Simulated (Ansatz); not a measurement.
Reactions of BH₄NSSi, SMILES `S[SiH]1BN1`.

Program: Ansatz. Geometries: PBE0-D4/def2-TZVP. ΔE: electronic, gas phase. CCSD(T)/CBS is the MP2 limit (def2-TZVPP, def2-QZVPP) plus CCSD(T) − MP2 in def2-TZVPP, frozen cores. This one scheme is used for every species, atoms too. Functionals use def2-TZVPP. No spin–orbit coupling; open shells (•) take unrestricted orbitals. Spin–orbit coupling would lower the free atoms: a little for B, S, Si. One conformer a species, not always the lowest.

```csv
reaction,HF/CBS(def2) (kJ/mol),ωB97M-V (kJ/mol)
`S[SiH]1BN1` + SiH₄ → `[SiH3][SiH]1BN1` + H₂S,72,67
`S[SiH]1BN1` → B• + 4 H• + N• + S• + Si•,1907,2733
`S[SiH]1BN1` + NH₃ → `N[SiH]1BN1` + H₂S,-7,3
`S[SiH]1BN1` + H₂ → `B1N[SiH2]1` + H₂S,23,46
`S[SiH]1BN1` + H₂O → `O[SiH]1BN1` + H₂S,-49,-33
`S[SiH]1BN1` → `NB1[SiH2]S1`,-76,-78
```

Q: Give the CCSD(T)/CBS values in the same order. (An estimate is asked.)

A: The calculation gave: 63, 2698, 6, 48, -29, -80 kJ/mol.

Largest T1 diagnostic: 0.015, for `[SiH3][SiH]1BN1`.
